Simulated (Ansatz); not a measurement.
Geometry optimisation, Ansatz, RHF/STO-3G.

input.yaml

```yaml
crystal:
  periodic: [false, false, false]
  atoms:
    - { symbol: C, position_ang: [-0.0691, -2.5006, -0.536] }
    - { symbol: S, position_ang: [-1.0348, -1.0605, -1.2363] }
    - { symbol: Si, position_ang: [-0.249, 0.6644, -0.2605] }
    - { symbol: C, position_ang: [1.6794, 0.7395, -0.5448] }
    - { symbol: "N", position_ang: [-1.0003, 1.924, -1.0975] }
    - { symbol: Si, position_ang: [-0.6234, 0.652, 2.0478] }
    - { symbol: H, position_ang: [0.9789, -2.3583, -0.7499] }
    - { symbol: H, position_ang: [-0.2358, -2.5157, 0.5247] }
    - { symbol: H, position_ang: [-0.4709, -3.3618, -0.9703] }
    - { symbol: H, position_ang: [2.0428, 1.6507, -0.1151] }
    - { symbol: H, position_ang: [2.1122, -0.112, -0.0473] }
    - { symbol: H, position_ang: [1.8578, 0.7062, -1.5937] }
    - { symbol: H, position_ang: [-0.8639, 1.8525, -2.0919] }
    - { symbol: H, position_ang: [-2.036, 1.8129, -0.9794] }
    - { symbol: H, position_ang: [-0.0193, 1.8105, 2.7112] }
    - { symbol: H, position_ang: [-2.0806, 0.6564, 2.3376] }
    - { symbol: H, position_ang: [-0.0071, -0.5606, 2.6413] }
basis:
  gaussian: { orbitals: STO-3G }
hamiltonian:
  xc: hf
relax:
  f_tol: 0.015
  max_steps: 40
```

Launched with:

```bash
$ ansatz run input.yaml --threads 1 --pin off --max-ram 2048MiB --backend cpu --events-out ev --progress --plain --runs-dir out
```

Task: Where does it end, and by what steps?

Result: The forces met the threshold. The force dipped under the threshold on the way, but the program's further checks kept it going. Limits of this set-up: minimal basis. After 12 steps the energy has fallen by 0.736 eV; H13 moved furthest, 0.28 Å.

```tsv
step	energy less start (eV)	largest force component (eV/Å)	accepted
0	0.0000	4.366	yes
1	-0.6544	1.102	yes
2	-0.6993	0.368	yes
3	-0.7315	0.144	yes
4	-0.7336	0.101	yes
5	-0.7341	0.094	yes
6	-0.7351	0.035	yes
7	-0.7355	0.012	yes
8	-0.7355	0.011	yes
9	-0.7356	0.019	yes
10	-0.7356	0.025	yes
11	-0.7356	0.021	no
12	-0.7357	0.009	yes
```

```xyz
17
Properties=species:S:1:pos:R:3
C -0.069 -2.467 -0.448
S -1.000 -1.161 -1.263
Si -0.228 0.560 -0.266
C 1.603 0.718 -0.606
N -0.983 1.978 -0.969
Si -0.652 0.574 1.954
H 1.003 -2.383 -0.609
H -0.243 -2.503 0.624
H -0.383 -3.421 -0.859
H 1.980 1.655 -0.218
H 2.171 -0.079 -0.145
H 1.812 0.696 -1.668
H -0.790 2.098 -1.968
H -2.003 2.001 -0.874
H -0.058 1.711 2.569
H -2.053 0.611 2.202
H -0.127 -0.589 2.585
```

Time of the run: 30 s on 1 thread of Arm Neoverse V1, on a shared host, peak memory 0.13 GiB.
